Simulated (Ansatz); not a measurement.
ClH₃SbSi, SMILES `[SiH3][Sb][Cl]` radical. The species carries charge 0 and has multiplicity 2. Sb: def2 effective core potential.

```xyz
6

Si   -0.505    0.357    0.398
Sb    1.579    0.484   -1.113
Cl    1.640   -1.862   -1.349
H    -1.625   -0.276   -0.344
H    -0.196   -0.441    1.612
H    -0.893    1.738    0.797
```

(1) List the harmonic frequencies (cm⁻¹, unscaled) at PBE0-D4/def2-TZVP in Ansatz. (Estimate.)

(2) Is this a minimum?

(3) Give the ideal-gas thermochemistry at 298.15 K and 1 bar (rigid rotor, harmonic oscillator; point group Cs, symmetry number 1).

Results:

(1) The calculation gave: 91, 96, 304, 361, 448, 485, 850, 927, 933, 2210, 2229, 2235.

(2) Yes, all 12 modes are real.

(3) Zero-point energy 66.8 kJ/mol; H(298) − E = 84.4 kJ/mol; entropy 344.1 J/(mol·K), of which translation 174.2, rotation 115.5, vibration 48.6, electronic 5.8; G(298) − E = -18.2 kJ/mol. Modes under 100 cm⁻¹ are hindered rotations or soft bends, so the harmonic entropy is rough.
